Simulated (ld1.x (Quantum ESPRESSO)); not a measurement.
## chlorine: one change to an ultrasoft potential, before and after

ld1.x (Quantum ESPRESSO) 7.5 input, shortened:

```
&input
   title='Cl', zed=17., rel=0, dft='REVPBE', iswitch=3,
   config='[Ne] 3s2 3p5 3d-2'
 /
 &inputp
   pseudotype=3, tm=.true., lloc=-1, rcloc=1.20,
   nlcc=.true., new_core_ps=.true.,
   which_augfun='PSQ', rmatch_augfun_nc=.true.
 /
6
3S  1  0   2.00   0.00  1.00  1.10  0.0
3S  1  0   0.00  -0.65  1.00  1.10  0.0
3P  2  1   5.00   0.00  0.90  1.25  0.0
3P  2  1   0.00   1.05  0.90  1.25  0.0
3D  3  2  -2.00  -0.15  0.65  0.85  0.0
3D  3  2  -2.00   2.45  0.65  0.85  0.0
 &test
   configts(1)='3s2 3p5'
 /
```

All-electron outer shells of the reference configuration (revPBE, non-relativistic, ld1.x):

| shell | level (eV) | outermost node (bohr) | outermost maximum (bohr) |
| --- | --- | --- | --- |
| 2p | -191.51 | – | 0.30 |
| 3s | -20.51 | 0.56 | 1.29 |
| 3p | -8.57 | 0.53 | 1.43 |

Change: core correction none.

Cutoffs: the cutoffs (Ry, on a coarse ladder) from which the occupation-weighted sum of valence levels, in a spherical-Bessel basis at the reference potential, stays within 10 and 1 mRy of its value at 400 Ry; they do not see the model core or the augmentation charge, which bear on the density cutoff. Errors are all-electron minus pseudo energies relative to the spin-unpolarised reference configuration.

Q: What does the change do?

A: The potential gets neither clearly harder nor softer (35 Ry and 70 Ry → 35 Ry and 70 Ry); both files keep a bound ghost (s); of the 7 tests that both files solve, the error grows in 4 and shrinks in 0 by more than 15 % and 0.3 meV (median size 0.4 → 0.9 meV). Exchange and correlation are not linear in the density, so unscreening with the valence charge alone errs where core and valence overlap; a model core restores that term. The default core radius of the base comes out at 0.79 bohr.

```csv
quantity,base,changed
"cutoff, loose",35 Ry,35 Ry
"cutoff, tight",70 Ry,70 Ry
bound ghosts,s,s
"error for 3s2 3p4, meV [ΔE 13.86 eV]",+0.1,-0.7
"error for 3s2 3p3, meV [ΔE 39.30 eV]",+0.4,-3.1
"error for 3s2 3p2, meV [ΔE 77.59 eV]",-0.6,-9.0
"error for 3s2 3p4.5, meV [ΔE 5.57 eV]",0.0,-0.2
"error for 3s1 3p6, meV [ΔE 11.99 eV]",-1.2,-0.9
"error for 3s2 3p5.3, meV [ΔE -2.13 eV]",0.0,0.0
"error for 3s2 3p1, meV [ΔE 129.80 eV]",-7.2,-21
s: phases at 1.35 bohr within 0.05 rad from the reference energy up to (Ry; the scan ends near 5),to the end of the scan,to the end of the scan
p: phases at 1.35 bohr within 0.05 rad from the reference energy up to (Ry; the scan ends near 5),to the end of the scan,to the end of the scan
d: phases at 1.35 bohr within 0.05 rad from the reference energy up to (Ry; the scan ends near 5),to the end of the scan,to the end of the scan
lowest overlap eigenvalue by channel,"s 0.61, p 0.74, d 0.93","s 0.61, p 0.74, d 0.93"
```

 A true bound ghost makes a file unfit for plane-wave use even where its test errors are small: the radial tests pick states by their node count and pass the ghost by.
